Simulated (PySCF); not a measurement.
Si(OSiH3)(NHSiH3)(Me)2 (C2H13NOSi3), SMILES N([SiH3])[Si](O[SiH3])(C)C. Geometry optimised at PBE-D3(BJ)/def2-SVP. Other conformers were not sampled.

Computed equilibrium geometry at PBE-D3(BJ)/def2-SVP (PySCF confirms it by a frequency run) as bond lengths and angles (one conformer of several):
Atoms: C1 Si2 C3 N4 Si5 O6 Si7 H8 H9 H10 H11 H12 H13 H14 H15 H16 H17 H18 H19 H20. Bond lengths (Å): C1–Si2 1.880, C1–H8 1.110, C1–H9 1.109, C1–H10 1.110, Si2–C3 1.879, Si2–N4 1.753, Si2–O6 1.688, C3–H11 1.110, C3–H12 1.110, C3–H13 1.109, N4–Si5 1.745, N4–H14 1.025, Si5–H15 1.509, Si5–H16 1.509, Si5–H17 1.506, O6–Si7 1.669, Si7–H18 1.507, Si7–H19 1.507, Si7–H20 1.501. Angles (°): Si2–C1–H8 110.5, Si2–C1–H9 110.6, Si2–C1–H10 111.7, H8–C1–H9 107.9, H8–C1–H10 107.6, H9–C1–H10 108.4, C1–Si2–C3 110.8, C1–Si2–N4 111.6, C1–Si2–O6 109.8, C3–Si2–N4 111.6, C3–Si2–O6 109.8, N4–Si2–O6 103.0, Si2–C3–H11 110.5, Si2–C3–H12 111.7, Si2–C3–H13 110.6, H11–C3–H12 107.6, H11–C3–H13 107.9, H12–C3–H13 108.4, Si2–N4–Si5 128.9, Si2–N4–H14 113.3, Si5–N4–H14 117.9, N4–Si5–H15 113.0, N4–Si5–H16 113.1, N4–Si5–H17 106.5, H15–Si5–H16 106.9, H15–Si5–H17 108.6, H16–Si5–H17 108.6, Si2–O6–Si7 140.2, O6–Si7–H18 111.0, O6–Si7–H19 111.0, O6–Si7–H20 108.2, H18–Si7–H19 108.3, H18–Si7–H20 109.1, H19–Si7–H20 109.1.
